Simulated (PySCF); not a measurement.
Si(Cl)(Me) (CH3ClSi), SMILES C[Si]Cl (connectivity only; charge and spin as stated), neutral, multiplicity 1.

Geometry: B3LYP-D3(BJ)/def2-TZVP.

Computed with B3LYP-D3(BJ)/def2-TZVP run with PySCF.

Frequencies are harmonic and unscaled.

```csv
mode,ν (cm⁻¹),IR (km/mol),Raman (Å⁴/amu),depolarisation,moving atoms (share of kinetic energy)
1,91,0.0,0.1,0.75,H 93 %
2,234,3.2,3.1,0.60,"C 33 %, Cl 26 %, H 25 %, Si 17 %"
3,478,99.7,11.5,0.43,"Si 52 %, Cl 44 %"
4,570,1.8,0.0,–,"H 86 %, C 13 %"
5,651,61.0,20.6,0.35,"C 50 %, Si 35 %, H 16 %"
6,775,22.7,1.1,0.74,"H 73 %, C 20 %"
7,1255,31.6,4.4,0.11,"H 81 %, C 19 %"
8,1429,4.6,6.9,0.75,H 95 %
9,1441,12.2,8.4,0.75,H 95 %
10,3005,0.7,142.2,0.00,H 97 %
11,3072,3.8,47.8,0.75,"H 91 %, C 9 %"
12,3096,10.4,79.3,0.71,"H 91 %, C 9 %"
```
